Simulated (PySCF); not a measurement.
Species: C₅H₁₃AlN₂.
Bonds: C1–N2, N2–C3, N2–Al4, N2–C5, C5–C6, C6–C7, C7–N8 (triple). Hydrogens: H9, H10, H11 on C1; H12, H13, H14 on C3; H15, H16, H17 on Al4; H18, H19 on C5; H20, H21 on C6.

A linear-response calculation (PySCF, def2-SVPD basis, gas phase, vertical, core orbitals frozen in the response) gave these numbers; the functional is withheld.

Orbital energies (eV): HOMO-3 -9.69, HOMO-2 -8.96, HOMO-1 -7.77, HOMO -7.73, LUMO -0.13, LUMO+1 0.40, LUMO+2 0.45.

```json
{"state": "S1", "E (eV)": "6.58", "f": "0.017", "main configurations (H = HOMO, L = LUMO)": "H→L (80%), H→L+1 (13%)"}
{"state": "S2", "E (eV)": "6.62", "f": "0.023", "main configurations (H = HOMO, L = LUMO)": "H-1→L (78%), H-1→L+1 (16%)"}
{"state": "S3", "E (eV)": "6.98", "f": "0.024", "main configurations (H = HOMO, L = LUMO)": "H→L+1 (76%), H→L (16%)"}
{"state": "S4", "E (eV)": "7.05", "f": "0.027", "main configurations (H = HOMO, L = LUMO)": "H-1→L+1 (70%), H-1→L (18%)"}
{"state": "S5", "E (eV)": "7.23", "f": "0.016", "main configurations (H = HOMO, L = LUMO)": "H→L+2 (55%), H-1→L+2 (25%)"}
{"state": "S6", "E (eV)": "7.41", "f": "0.058", "main configurations (H = HOMO, L = LUMO)": "H-1→L+2 (62%), H→L+2 (21%)"}
```

Triplets, Tamm–Dancoff:

| state | E (eV) | λ (nm) | main configurations (H = HOMO, L = LUMO) |
| --- | --- | --- | --- |
| T1 | 6.17 | 200.8 | H→L (47%), H→L+1 (33%) |
| T2 | 6.19 | 200.4 | H-1→L (47%), H-1→L+1 (35%) |
| T3 | 6.24 | 198.7 | H-4→L+2 (31%), H-3→L+3 (22%), H-4→L+3 (8%) |
| T4 | 6.77 | 183.1 | H→L+1 (43%), H→L (35%) |

Vertical ionisation energy by ΔSCF with the same functional: 9.83 eV. Mean static polarisability: 104.9 au.

Question: Name the functional.
A. PBE0
B. PBE
C. CAM-B3LYP
D. HF

Answer: A. PBE0 is a global hybrid with 25% exact exchange. In this run −ε(HOMO) = 7.73 eV differs from the ΔSCF value by -2.10 eV, and S1 differs from the orbital gap of 7.60 eV by -1.02 eV. The ratio −ε(HOMO)/IP is 0.79. Small neutral molecules mostly give 0.7 to 0.83 with PBE0, 0.5 to 0.7 with PBE, 0.85 to 0.93 with CAM-B3LYP; with Hartree–Fock the ratio is 1 or more (Koopmans' value less the relaxation energy is the ΔSCF value). The other options: PBE, a GGA without exact exchange; HF, time-dependent Hartree–Fock, 100% exact exchange; CAM-B3LYP, range-separated, 19% exact exchange at short range and 65% at long range (ω = 0.33 bohr⁻¹).

Method: TDDFT PBE0/def2-SVPD, vertical, gas phase, core orbitals frozen in the response (PySCF). Geometry: PBE0-D3(BJ)/def2-SVP, one conformer, isolated molecule.

Shape of the structure used: `[CH3:1][N+:2]([CH3:3])([AlH3-:4])[CH2:5][CH2:6][C:7]#[N:8]`: C1–N2–C5–C6 172°, N2–C5–C6–C7 177°.
